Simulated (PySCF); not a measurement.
**Complete the spectrum of C4H12Si3**

C4H12Si3.
SMILES with atom numbers: `[CH2:1]=[C:2]1[SiH2:3][SiH2:4][SiH2:5][C@H:6]1[CH3:7]` (hydrogens: H8, H9 on C1; H10, H11 on Si3; H12, H13 on Si4; H14, H15 on Si5; H16 on C6; H17, H18, H19 on C7)

Geometry (GFN2-xTB, Å), atoms numbered from 1 in this order:
```
atom  x, y, z in Å
C1    -1.4834    1.9086   -0.3705
C2    -0.6632    0.9366    0.0075
Si3    0.8670    1.2758    1.0849
Si4    2.3008   -0.2445    0.0603
Si5    0.7084   -1.0854   -1.4080
C6    -0.8613   -0.4763   -0.4669
C7    -1.1460   -1.3963    0.7205
H8    -2.3346    1.7352   -1.0148
H9    -1.3412    2.9280   -0.0504
H10    1.1925    2.7042    0.9962
H11    0.5396    1.0282    2.4973
H12    2.8665   -1.2512    0.9718
H13    3.4833    0.3341   -0.5908
H14    0.5571   -2.5292   -1.6328
H15    0.6986   -0.4683   -2.7424
H16   -1.7328   -0.5062   -1.1296
H17   -1.3600   -2.4071    0.3780
H18   -2.0076   -1.0384    1.2840
H19   -0.2936   -1.4384    1.3983
```

Level of theory: PySCF, TDDFT CAM-B3LYP/def2-SVPD, vertical, gas phase, core orbitals frozen in the response.

Lowest singlets, with some entries withheld (?).

| state | λ (nm) | f | main configurations (H = HOMO, L = LUMO) |
| --- | --- | --- | --- |
| S1 | 218.7 | ? | ? |
| S2 | ? | 0.045 | H-1→L (59%), H→L (17%), H-2→L (16%) |
| S3 | 198.5 | 0.062 | H→L+1 (91%) |
| S4 | 188.5 | ? | ? |
| S5 | 184.6 | 0.110 | H-1→L+1 (75%) |
| S6 | 180.3 | 0.102 | ? |
| S7 | 176.6 | ? | H→L+3 (58%), H-3→L (18%) |
| S8 | ? | 0.100 | H-3→L (32%), H→L+2 (20%), H→L+3 (18%) |

**Question.** What stands in place of each question mark?

**Answer.** 
- S1: f = 0.043; H→L (73%), H-1→L (18%)
- S2: λ = 200.8 nm
- S4: f = 0.128; H-2→L (44%), H-3→L (12%), H-1→L (11%)
- S6: H→L+2 (47%), H-2→L (20%), H→L+4 (10%)
- S7: f = 0.042
- S8: λ = 174.7 nm

**Question.** Which level carries the most intensity, and what share of the listed sum of f?

**Answer.** S4, with f = 0.128 of 0.632, 20%.

**Question.** What is the mean static polarisability from the same response equations?

**Answer.** 129.7 au (19.22 Å³), with principal values 111.0, 133.1 and 145.0 au.

**Question.** How far apart are S3 and S4, in eV and cm⁻¹?

**Answer.** 6.576 − 6.245 = 0.331 eV, or about 2680 cm⁻¹.

One conformer stands for the species.
